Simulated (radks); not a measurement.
Question: The mean radii <r> (bohr) of the occupied orbitals of an atom or ion are listed with their occupations. All-electron calculation, scalar-relativistic Kohn-Sham, LB94 model potential, spin-polarised, spherical densities, finite nucleus; Fermi nuclear charge, rms radius of each element as measured or else 0.836 A^(1/3) + 0.57 fm. Program: a radial shooting solver on a logarithmic mesh with Libxc functionals.

| orbital | occ. | <r> |
|---|---|---|
| 1s down | 1 | 0.03256 |
| 1s up | 1 | 0.03257 |
| 2s up | 1 | 0.1397 |
| 2s down | 1 | 0.1398 |
| 2p up | 3 | 0.1214 |
| 2p down | 3 | 0.1216 |
| 3s up | 1 | 0.3438 |
| 3s down | 1 | 0.3431 |
| 3p up | 2 | 0.3330 |

Name the element and its charge. Open shells, if any, are filled with parallel spins first.

Answer: Z = 45, rhodium, charge +31: Rh31+ in [Ne] 3s2 3p2. The 1s radius gives Z: for a bare nucleus <r> = (2 gamma + 1)/(2Z) with gamma = sqrt(1 - (Z/c)^2), 0.0321 bohr for Z = 45, and screening makes it slightly larger (0.03256 here). The occupations add up to 14, and the charge is Z minus that.
